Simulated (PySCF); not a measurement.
Molfile (atoms numbered from 1):
```
C4H17NSi3
     RDKit          3D

 25 24  0  0  0  0  0  0  0  0999 V2000
   -2.7321   -0.8550   -0.5848 C   0  0  0  0  0  0  0  0  0  0  0  0
   -1.8049    0.3530   -0.5199 C   0  0  0  0  0  0  0  0  0  0  0  0
   -2.5319    1.6274   -0.1076 C   0  0  0  0  0  0  0  0  0  0  0  0
   -0.6218    0.0973    0.3242 N   0  0  0  0  0  0  0  0  0  0  0  0
   -0.7577   -0.3379    2.0111 Si  0  0  0  0  0  4  0  0  0  0  0  0
    0.9040    0.1553   -0.5260 Si  0  0  0  0  0  4  0  0  0  0  0  0
    2.3244   -0.2353    0.6343 C   0  0  0  0  0  0  0  0  0  0  0  0
    4.0172   -0.3013   -0.1874 Si  0  0  0  0  0  4  0  0  0  0  0  0
   -2.1774   -1.7497   -0.9037 H   0  0  0  0  0  0  0  0  0  0  0  0
   -3.5547   -0.6845   -1.2962 H   0  0  0  0  0  0  0  0  0  0  0  0
   -3.1820   -1.0629    0.3994 H   0  0  0  0  0  0  0  0  0  0  0  0
   -1.4293    0.5192   -1.5483 H   0  0  0  0  0  0  0  0  0  0  0  0
   -2.9610    1.5290    0.9017 H   0  0  0  0  0  0  0  0  0  0  0  0
   -1.8379    2.4807   -0.1022 H   0  0  0  0  0  0  0  0  0  0  0  0
   -3.3563    1.8536   -0.8014 H   0  0  0  0  0  0  0  0  0  0  0  0
    0.1541    0.4924    2.8569 H   0  0  0  0  0  0  0  0  0  0  0  0
   -0.4176   -1.7741    2.2732 H   0  0  0  0  0  0  0  0  0  0  0  0
   -2.1590   -0.1095    2.4723 H   0  0  0  0  0  0  0  0  0  0  0  0
    0.8940   -0.8278   -1.6589 H   0  0  0  0  0  0  0  0  0  0  0  0
    1.1070    1.5102   -1.1350 H   0  0  0  0  0  0  0  0  0  0  0  0
    2.1461   -1.2114    1.1187 H   0  0  0  0  0  0  0  0  0  0  0  0
    2.3614    0.5230    1.4347 H   0  0  0  0  0  0  0  0  0  0  0  0
    5.0753   -0.6307    0.8167 H   0  0  0  0  0  0  0  0  0  0  0  0
    4.3487    1.0178   -0.8087 H   0  0  0  0  0  0  0  0  0  0  0  0
    4.0393   -1.3451   -1.2576 H   0  0  0  0  0  0  0  0  0  0  0  0
  1  2  1  0
  2  3  1  0
  2  4  1  0
  4  5  1  0
  4  6  1  0
  6  7  1  0
  7  8  1  0
  1  9  1  0
  1 10  1  0
  1 11  1  0
  2 12  1  0
  3 13  1  0
  3 14  1  0
  3 15  1  0
  5 16  1  0
  5 17  1  0
  5 18  1  0
  6 19  1  0
  6 20  1  0
  7 21  1  0
  7 22  1  0
  8 23  1  0
  8 24  1  0
  8 25  1  0
M  END
```

Geometry: PBE0-D3(BJ)/def2-SVP; GIAO absolute shieldings from PySCF, gas phase, non-relativistic, averaged over equivalent atoms.

At PBE0/pcSseg-1 (242 basis functions, 53 s wall time on 1 thread of an Arm Neoverse V1, shared host):
```json
{"atoms": "C2", "σ (ppm)": "133.7"}
{"atoms": "C1/C3", "σ (ppm)": "160.2"}
{"atoms": "C7", "σ (ppm)": "195.3"}
{"atoms": "N4", "σ (ppm)": "242.3"}
{"atoms": "Si6", "σ (ppm)": "378.3"}
{"atoms": "Si5", "σ (ppm)": "417.1"}
{"atoms": "Si8", "σ (ppm)": "423.0"}
{"atoms": "H19/H20", "σ (ppm)": "26.58"}
{"atoms": "H16/H17/H18", "σ (ppm)": "26.71"}
{"atoms": "H23/H24/H25", "σ (ppm)": "27.27"}
{"atoms": "H12", "σ (ppm)": "28.48"}
{"atoms": "H9/H10/H11/H13/H14/H15", "σ (ppm)": "30.09"}
{"atoms": "H21/H22", "σ (ppm)": "31.01"}
```

Problem. What do these become at B97-2/pcSseg-1?

Solution. 
| atoms | σ at B97-2/pcSseg-1 | change |
| --- | --- | --- |
| C2 | 133.0 | -0.7 |
| C1/C3 | 159.4 | -0.8 |
| C7 | 194.4 | -0.9 |
| N4 | 240.9 | -1.4 |
| Si6 | 384.6 | +6.3 |
| Si5 | 421.5 | +4.4 |
| Si8 | 425.9 | +2.9 |
| H19/H20 | 26.79 | +0.21 |
| H16/H17/H18 | 26.91 | +0.20 |
| H23/H24/H25 | 27.47 | +0.20 |
| H12 | 28.60 | +0.12 |
| H9/H10/H11/H13/H14/H15 | 30.19 | +0.10 |
| H21/H22 | 31.15 | +0.14 |

The largest change is at Si6 (silicon bonded to C, N, 2 H). Cost: 242 basis functions, 51 s wall time on 1 thread of an Arm Neoverse V1, shared host. The order of the carbon signals is the same at both levels.
